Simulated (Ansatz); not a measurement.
Ideal-gas functions of `B[N]1[SiH2][S][Zn]1` at 600 K and 1 bar, from an Ansatz frequency run at PBE0-D4/def2-TZVP.

Molar mass 154.39 g/mol, point group Cs (symmetry number 1), electronic degeneracy 1, moments of inertia 160.31, 226.881, 381.248 u Å². Harmonic wavenumbers (cm⁻¹, unscaled): 80, 183, 211, 276, 371, 389, 482, 502, 590, 665, 678, 819, 972, 985, 1010, 1202, 1393, 2222, 2227, 2516, 2586.

Use S(trans) = R[1.5 ln M + 2.5 ln T − 1.1517]; rotational temperatures θ = 24.2544 K / I; S(rot) = R[ln(√π/σ · √(T³/θAθBθC)) + 1.5]; for each mode x = 1.438777 ν̃/T, S = R[x/(eˣ − 1) − ln(1 − e⁻ˣ)] and H = RT x/(eˣ − 1); 1 cm⁻¹ = 0.0119627 kJ/mol; R = 8.31446 J/(mol·K).

Problem. By hand: the entropy, in J/(mol·K).

Solution. Translation 186.2. Rotation: θ = 0.1513, 0.1069, 0.0636 K, giving 125.6. Vibration, mode by mode: 22.06, 15.23, 14.07, 11.90, 9.56, 9.19, 7.56, 7.26, 6.09, 5.26, 5.13, 3.92, 2.94, 2.87, 2.73, 1.90, 1.32, 0.26, 0.25, 0.14, 0.12, in all 129.7. Electronic 0.0. Sum 441.5 J/(mol·K).

Problem. By hand: H − E and G − E in kJ/mol, counted from the electronic energy.

Solution. Zero-point energy ½ × 20359 × 0.0119627 = 121.8; thermal vibration 40.6; translation, rotation and pV give 4 RT = 20.0. H − E = 182.4 kJ/mol, and G − E = 182.4 − 600 × 441.5/1000 = -82.5 kJ/mol.

Vibration gives 29 % of the entropy, 22.1 J/(mol·K) of it from the mode under 150 cm⁻¹: soft modes count most, and the harmonic formula is weakest for them.
